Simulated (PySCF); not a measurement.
A species of formula C5H6Se has this rotational fingerprint, computed with PySCF, PBE0-D3(BJ)/def2-SVP geometry optimisation, gas phase:

| Item | Value |
| --- | --- |
| Rotational constants | A = 6285, B = 1685, C = 1340 MHz |
| Dipole components | \|μa\| = 0.69 D, \|μb\| = 0.10 D, \|μc\| = 0.00 D |
| Inertial defect | -3.17 u·Å² |
| κ | -0.86 |

Task: Which structure is it? (One computed conformer of each.)
A. `[CH:1]#[C:2][C@H:3]1[CH2:4][CH2:5][Se:6]1` with C2–C3–C4–C5 95°, C3–C4–C5–Se6 21°, C4–C5–Se6–C3 -17°, C2–C3–Se6–C5 -101°
B. `Cc1cc[se]c1`
C. `[CH:1]#[C:2][C:3](=[CH2:4])[Se:5][CH3:6]` with C2–C3–Se5–C6 1°

Result: B. It is Cc1cc[se]c1, an asymmetric top, point group Cs. The candidates at the same level (rigid rotor, commonest isotopes):

```json
{"SMILES": "Cc1cc[se]c1", "A (MHz)": "6285", "B (MHz)": "1685", "C (MHz)": "1340", "μa (D)": "0.69", "μb (D)": "0.10", "μc (D)": "0.00", "Δ (u·Å²)": "-3.17", "point group": "Cs", "rotor": "asymmetric top"}
{"SMILES": "C#C[C@H]1CC[Se]1", "A (MHz)": "4079", "B (MHz)": "1803", "C (MHz)": "1440", "μa (D)": "0.39", "μb (D)": "1.51", "μc (D)": "0.02", "Δ (u·Å²)": "-53.26", "point group": "C1", "rotor": "asymmetric top"}
{"SMILES": "C#CC(=C)[Se]C", "A (MHz)": "3475", "B (MHz)": "1965", "C (MHz)": "1265", "μa (D)": "0.43", "μb (D)": "1.21", "μc (D)": "0.00", "Δ (u·Å²)": "-3.28", "point group": "Cs", "rotor": "asymmetric top"}
```

`C#C[C@H]1CC[Se]1` has A 35 % too low; `C#CC(=C)[Se]C` has A 45 % too low. In the right answer the mirror of this Cs structure is the ab plane, so μc vanishes by symmetry. No structure here is proved a minimum.
